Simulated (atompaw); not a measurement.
# mercury (Hg): variants of one PAW (atompaw) potential

Base potential:

atompaw 4.2.0.5 input, output lines left out:

```
Hg 80
LDA-PW scalarrelativistic loggrid 2001 logderivrange -7 5 301
6 6 5 4 0 0
6 1 0
0 0 0
c
c
c
c
c
v
c
c
c
v
v
c
c
v
c
2
2.25 1.70 2.10 1.35
y
2.3
n
n
y
1.95
n
custom rrkj gramschmidtortho sinc
3 1 troulliermartins
2.25
2.25
1.15
2.25
2.25
2.25
```

Cutoffs, loose and tight: the cutoffs (Ry, on a coarse ladder) from which the occupation-weighted sum of valence levels, in a spherical-Bessel basis at the reference potential, stays within 10 and 1 mRy of its value at 400 Ry. They see the waves, projectors and local potential, not the compensation charge or the core. A dash means not determined.

A true bound ghost makes a file unfit for plane-wave use even where its test errors are small: the radial tests pick states by their node count and pass the ghost by.

```tsv
change	outcome	cutoff, loose	cutoff, tight	bound ghosts
base	generated	60 Ry	120 Ry	s
wave 5d (bound): rc 2.25 bohr becomes 5d (bound): rc 1.24 bohr	generated, no UPF (negative core plus compensation charge)	70 Ry	140 Ry	s
wave 5d (bound): rc 2.25 bohr becomes 5d (bound): rc 1.44 bohr	generated	70 Ry	140 Ry	s
wave 5d (bound): rc 2.25 bohr becomes 5d (bound): rc 1.74 bohr	generated	60 Ry	120 Ry	s
wave 5d (bound): rc 2.25 bohr becomes 5d (bound): rc 1.94 bohr	generated	60 Ry	120 Ry	s
wave 5d (bound): rc 2.25 bohr becomes 5d (bound): rc 2.04 bohr	generated	60 Ry	120 Ry	s
wave 5d (bound): rc 2.25 bohr becomes 5d (bound): rc 2.16 bohr	generated	60 Ry	120 Ry	s
```

(1) What comes out with this change to the base: wave 5d (bound): rc 2.25 bohr becomes 5d (bound): rc 1.62 bohr?

(2) What comes out with this change to the base: wave 5d (bound): rc 2.25 bohr becomes 5d (bound): rc 1.30 bohr?

## Answers

(1) outcome: generated; cutoff, loose: 70 Ry; cutoff, tight: 120 Ry; bound ghosts: s.

(2) outcome: generated, no UPF (negative core plus compensation charge); cutoff, loose: 70 Ry; cutoff, tight: 160 Ry; bound ghosts: s.
